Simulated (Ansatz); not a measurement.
ClFH4OSiSn (`[OH][SnH]([Cl])[SiH2]F`), relaxed with RKS PBE0-D4/def2-TZVP in the Gaussian-basis code of Ansatz from a PBE-D4/def2-SVP geometry. The force threshold is 0.005 eV/Å; the program also tests the step.

The species carries charge 0 and has multiplicity 1. Sn takes the def2 core potential.

Start:

```xyz
9

O     2.376    0.133   -0.604
Sn    0.805    0.352    0.628
Cl    0.119    2.647    0.533
Si   -1.422   -0.704   -0.180
F    -1.295   -2.342   -0.241
H     2.135    0.381   -1.519
H     1.524    0.056    2.166
H    -2.523   -0.337    0.774
H    -1.721   -0.186   -1.558
```

```tsv
step	energy (eV)	largest force (eV/Å)	largest move (Å)
1	-31054.9749	0.962	0.000
2	-31055.0480	0.631	0.083
3	-31055.0639	0.353	0.055
4 (rejected)	-31055.0524	0.564	0.055
5	-31055.0693	0.067	0.027
6	-31055.0699	0.020	0.013
7	-31055.0701	0.028	0.013
8	-31055.0704	0.024	0.021
9	-31055.0705	0.016	0.015
10	-31055.0705	0.013	0.010
11	-31055.0706	0.009	0.009
12	-31055.0707	0.016	0.035
13	-31055.0708	0.013	0.014
14	-31055.0708	0.011	0.003
15	-31055.0708	0.004	0.002
```

End:

```xyz
9

O     2.271    0.134   -0.632
Sn    0.792    0.356    0.631
Cl    0.228    2.635    0.583
Si   -1.407   -0.715   -0.183
F    -1.287   -2.311   -0.148
H     2.083    0.475   -1.509
H     1.501    0.019    2.138
H    -2.522   -0.303    0.701
H    -1.658   -0.288   -1.581
```

Run time 55 s (4 threads of an Arm Neoverse V2 on a shared host); peak host memory 0.67 GiB.
